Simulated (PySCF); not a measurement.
Correlation energy of Bi²⁺ (bismuth, charge +2)

[Xe] 4f14 5d10 6s1 6p2, high-spin 4P determinant (an excited configuration). Computed with PySCF 2.14 in aug-cc-pVTZ-DK3, with the spin-free X2C one-electron Hamiltonian (Gaussian nucleus). Frozen: [Xe] 4f14 5d10; 3 electrons correlated.

```json
{"level": "CCSD", "correlation energy (mhartree)": "-9.08"}
{"level": "(T)", "correlation energy (mhartree)": "-0.04"}
{"level": "CCSD(T)", "correlation energy (mhartree)": "-9.12"}
```

Diagnostics: T1 = 0.0019, D1 = 0.0034, largest double amplitude 0.028.

Is a single reference adequate?

Yes, within this model without spin-orbit coupling: T1 lies below 0.03 and no double amplitude reaches 0.07.

Spin-orbit coupling is strong in this species, so the high-spin LS determinant is a model state.
